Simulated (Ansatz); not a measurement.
```xyz
10

N     1.3564    1.1806   -0.0528
Si    0.1101    0.3646    0.7765
Cl    0.7672   -0.9448    2.2547
Ge   -1.1369   -0.9299   -0.7750
H     1.8620    1.9270    0.3983
H     1.9422    0.6893   -0.7089
H    -0.6847    1.3891    1.4933
H    -2.1268   -1.8487   -0.0445
H    -1.9162   -0.0239   -1.7430
H    -0.1733   -1.8034   -1.5985
```

Charge 0, multiplicity 1.

Q: List the ωB97M-V/def2-TZVPP orbital energies in eV (Ansatz). (Estimate.)

A: Computed: Occupied: -10866.36, -2771.57, -1808.06, -1362.25, -1209.97, -1209.96, -1209.96, -394.54, -261.98, -199.44, -199.33, -199.33, -173.99, -148.99, -123.23, -123.23, -123.23, -103.14, -103.09, -103.08, -36.04, -36.04, -36.01, -35.96, -35.96, -26.98, -25.43, -18.84, -17.22, -16.64, -14.21, -13.17, -12.24, -11.92, -11.80, -11.34, -10.46, -9.96. Lowest empty: 1.59, 2.20, 2.36, 2.90, 3.20, 3.59, 3.78, 4.15.
